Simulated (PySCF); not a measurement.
C3H3F2NSi.
Atom-mapped SMILES: `[N:1]#[C:2][C@@:3]1([F:4])[SiH2:5][C@H:6]1[F:7]` (hydrogens: H8, H9 on Si5; H10 on C6)

Computed by this run: PySCF 2.14.0, PBE0-D3(BJ)/def2-SVP geometry optimisation, gas phase; density fitting, grid level 1; the optimiser is geomeTRIC in internal coordinates, started from a GFN2-xTB structure with every atom displaced at random (about 0.01 Å).

Step 2: E = -17934.3894 eV
```
atom  x, y, z in Å  |  force x, y, z in eV/Å
N1     -2.1241    0.6856    1.7748   -0.026  -0.033  -0.014
C2     -1.2965    0.6754    0.9643    0.140  -0.006  -0.083
C3     -0.2297    0.6942   -0.0107   -0.213   0.010  -0.018
F4     -0.0874    1.9075   -0.6159    0.069  -0.057   0.048
Si5     1.2462   -0.4809    0.3139    0.034  -0.093   0.057
C6     -0.1282   -0.5033   -0.9637   -0.005   0.044   0.107
F7     -1.1294   -1.4117   -0.9499   -0.013   0.050  -0.037
H8      1.0600   -1.3590    1.4913    0.012   0.063   0.030
H9      2.6241   -0.0813   -0.0502   -0.027   0.034  -0.080
H10     0.1147   -0.1459   -1.9750    0.028  -0.011  -0.009
```

Step 3: E = -17934.3982 eV
```
atom  x, y, z in Å  |  force x, y, z in eV/Å
N1     -2.1334    0.6636    1.7632   -0.033  -0.024   0.016
C2     -1.2983    0.6657    0.9605    0.056   0.021  -0.045
C3     -0.2323    0.6887   -0.0090    0.061   0.062  -0.056
F4     -0.0620    1.9052   -0.6015   -0.033  -0.042   0.028
Si5     1.2423   -0.4885    0.3165    0.049  -0.069   0.098
C6     -0.1324   -0.5059   -0.9597   -0.132   0.063   0.022
F7     -1.1559   -1.3875   -0.9701   -0.003  -0.044   0.001
H8      1.0852   -1.3221    1.5284   -0.006   0.002   0.008
H9      2.6119   -0.0882   -0.0812   -0.046   0.026  -0.066
H10     0.1246   -0.1503   -1.9681    0.087   0.006  -0.005
```

Step 4: E = -17934.4020 eV
```
atom  x, y, z in Å  |  force x, y, z in eV/Å
N1     -2.1420    0.6511    1.7529   -0.010  -0.011   0.010
C2     -1.2999    0.6647    0.9574   -0.031   0.022   0.021
C3     -0.2323    0.6901   -0.0066    0.137   0.040  -0.083
F4     -0.0505    1.9067   -0.5938   -0.056  -0.013   0.016
Si5     1.2370   -0.4951    0.3213    0.058  -0.027   0.075
C6     -0.1375   -0.5032   -0.9557   -0.100  -0.010   0.018
F7     -1.1661   -1.3791   -0.9763   -0.001   0.000  -0.018
H8      1.1044   -1.3094    1.5491   -0.024  -0.012  -0.006
H9      2.5958   -0.0938   -0.1089   -0.027   0.024  -0.041
H10     0.1406   -0.1515   -1.9607    0.053  -0.012   0.007
```

**Question.** Estimate the geometry and energy of step 5. (The exact step hangs on the optimiser's Hessian estimate; all steps are aligned on step 4, rigid shifts and turns removed.)

**Answer.** E = -17934.4045 eV, largest force 0.157 eV/Å
```
atom  x, y, z in Å  |  force x, y, z in eV/Å
N1     -2.1473    0.6399    1.7473    0.016   0.004  -0.003
C2     -1.3004    0.6649    0.9568   -0.053   0.004   0.046
C3     -0.2301    0.6919   -0.0044    0.128   0.001  -0.091
F4     -0.0467    1.9080   -0.5904   -0.053   0.010   0.012
Si5     1.2349   -0.4993    0.3277    0.004  -0.004   0.041
C6     -0.1413   -0.5036   -0.9495   -0.067  -0.018   0.010
F7     -1.1804   -1.3663   -0.9878    0.021   0.014  -0.008
H8      1.1167   -1.3015    1.5648   -0.012  -0.008  -0.005
H9      2.5812   -0.0942   -0.1358   -0.004   0.004  -0.011
H10     0.1631   -0.1592   -1.9499    0.021  -0.009   0.009
```

The energy changes by -0.0025 eV. The first-order estimate −F·Δx gives -0.0037 eV and the mean of the old and new forces, exact on a quadratic surface, -0.0024 eV. The step makes an angle of 74° with the force vector and moves no atom by more than 0.031 Å.

What follows is the cost of the whole optimisation. Hardware: Arm Neoverse V1, one thread, shared host with 32 logical CPUs at a one-minute load of 44. Cost: 94 s, 0.51 GiB resident at most.
